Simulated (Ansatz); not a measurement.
A relaxation, step by step

GaHCl$_{2}$, closed shell, PBE0-D4/def2-TZVP (Ansatz 0.2.0). Settings:

```yaml
hamiltonian: {xc: pbe0, dispersion: d4}
relax: {f_tol: 0.005, max_steps: 200}
```

Start, a step off a saddle point along its unstable mode:

| atom | x (Å) | y (Å) | z (Å) |
| --- | --- | --- | --- |
| Ga1 | 1.4034 | -0.4160 | -0.7322 |
| Cl2 | -0.7224 | -0.1101 | -1.3631 |
| H3 | -0.6260 | 0.2217 | 0.5207 |
| Cl4 | -0.0552 | 0.3044 | 1.5747 |

| step | energy less the last (meV) | largest force component (eV/Å) |
| --- | --- | --- |
| 1 | 382.8 | 4.362 |
| 2 | 35.4 | 1.141 |
| 3 | 16.7 | 0.460 |
| 4 | 6.2 | 0.226 |
| 5 | 0.8 | 0.117 |
| 6 | 0.2 | 0.047 |
| 7 | 0.0 | 0.012 |
| 8 | 0.0 | 0.001 |

Step 3, positions (Å) and forces (eV/Å):

| atom | x | y | z | Fx | Fy | Fz |
| --- | --- | --- | --- | --- | --- | --- |
| Ga1 | 1.507 | -0.464 | -0.881 | -0.150 | 0.028 | -0.010 |
| Cl2 | -0.668 | -0.154 | -1.539 | 0.072 | -0.022 | -0.041 |
| H3 | -0.831 | 0.295 | 0.693 | 0.460 | -0.016 | 0.404 |
| Cl4 | -0.009 | 0.323 | 1.727 | -0.382 | 0.010 | -0.353 |

Step 5, positions (Å) and forces (eV/Å):

```json
{"atom": "Ga1", "x": "1.486", "y": "-0.467", "z": "-0.920", "Fx": "0.003", "Fy": "-0.001", "Fz": "0.001"}
{"atom": "Cl2", "x": "-0.665", "y": "-0.163", "z": "-1.588", "Fx": "0.003", "Fy": "0.005", "Fz": "0.032"}
{"atom": "H3", "x": "-0.755", "y": "0.281", "z": "0.703", "Fx": "0.050", "Fy": "0.006", "Fz": "0.084"}
{"atom": "Cl4", "x": "-0.066", "y": "0.350", "z": "1.805", "Fx": "-0.057", "Fy": "-0.011", "Fz": "-0.117"}
```

Step 7, positions (Å) and forces (eV/Å):

```json
{"atom": "Ga1", "x": "1.484", "y": "-0.465", "z": "-0.907", "Fx": "0.010", "Fy": "-0.001", "Fz": "0.004"}
{"atom": "Cl2", "x": "-0.668", "y": "-0.159", "z": "-1.570", "Fx": "-0.010", "Fy": "0.002", "Fz": "0.000"}
{"atom": "H3", "x": "-0.756", "y": "0.280", "z": "0.692", "Fx": "-0.006", "Fy": "-0.001", "Fz": "-0.012"}
{"atom": "Cl4", "x": "-0.060", "y": "0.345", "z": "1.786", "Fx": "0.006", "Fy": "0.000", "Fz": "0.009"}
```

Last step (8):

```
4
angstrom
Ga 1.4835 -0.4637 -0.9027
Cl -0.6713 -0.1581 -1.5660
H -0.7529 0.2778 0.6863
Cl -0.0594 0.3439 1.7824
```

Hardware: 2 CPU threads of an Intel Xeon 6975P-C, shared host. Wall time about 15 s.
